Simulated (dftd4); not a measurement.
CClF₃, triplet, at the geometry of the source list (a higher spin typed on purpose: for a closed-shell molecule this is an excited state); D4 for tpss run with dftd4.

Here is a job for dftd4.
```
$ dftd4 mol.xyz --func tpss --charge 0 --json dftd4.json --noedisp --property

# file mol.xyz
5

F     -0.57610000    -0.63500000    -1.04370000
C     -0.07440000    -0.00180000     0.00350000
F     -0.57130000     1.22370000     0.02310000
F     -0.47540000    -0.62840000     1.09700000
Cl     1.69720000     0.04150000    -0.08000000
```

Q: Write the output that dftd4 gives for this input, abridged.

A: 
```
                    ____  _____ _____     ____  _  _
      -------------|  _ \|  ___|_   _|---|  _ \| || |------------
     |             | | | | |_    | | ___ | | | | || |_           |
     |             | |_| |  _|   | ||___|| |_| |__   _|          |
     |             |____/|_|     |_|     |____/   |_|            |
     |             ===================================           |
     |            E. Caldeweyher, S. Ehlert & S. Grimme          |
     |          Mulliken Center for Theoretical Chemistry        |
     |                    University of Bonn                     |
      -----------------------------------------------------------

Rational (Becke-Johnson) damping: tpss-D4-ATM
---------------------
  s6         1.0000
  s8         1.7660
  s9         1.0000
  a1         0.4282
  a2         4.5426
 alp        16.0000
--------------------

Atomic data, radii in Ångström:
------------------------------------------------------
   Z          R(cov)      r4/r2   hardness         EN
------------------------------------------------------
   9 F        0.8533     1.2638     0.6693     3.9800
   6 C        1.0000     1.6431     0.4220     2.5500
  17 Cl       1.3200     1.9735     0.4312     3.1600
------------------------------------------------------

Atomic reference systems (in atomic units):
----------------------------------------------------------------------------
   Z        #      CN     q+Z       C6(AA)   #      CN     q+Z       C6(AA)
----------------------------------------------------------------------------
   9 F      1  0.0000  9.0000       9.7374   2  0.7408  8.7523      11.7796
   6 C      1  0.0000  6.0000      49.3833   2  0.9189  5.8288      52.1688
            3  1.9079  5.8579      35.6972   4  2.8312  5.7775      35.8445
            5  3.7487  5.7435      28.6317   6  2.9183  5.8956      32.2504
            7  0.8556  6.2103      25.6194
  17 Cl     1  0.0000 17.0000      92.6806   2  0.8444 16.8495     101.8771
----------------------------------------------------------------------------

Atomic properties (in atomic units):
----------------------------------------------------------------------------
     #    Z              CN          q      C6(AA)        C8(AA)   alpha(0)
----------------------------------------------------------------------------
     1    9 F        0.8164    -0.1250     10.5375      180.3092     3.7390
     2    6 C        3.2410     0.3519     21.5461      623.1500     7.5089
     3    9 F        0.8164    -0.1250     10.5375      180.3098     3.7390
     4    9 F        0.8164    -0.1250     10.5375      180.3096     3.7390
     5   17 Cl       0.9648     0.0232     96.5986     4030.4388    15.0243
----------------------------------------------------------------------------

Molecular properties (in atomic units):
----------------------------------------
 molecular C6                 574.9687
 molecular C8               16291.9047
----------------------------------------

Dispersion energy:      -4.4695629291669E-03 Eh

[Info] JSON dump of results written to 'dftd4.json'
```
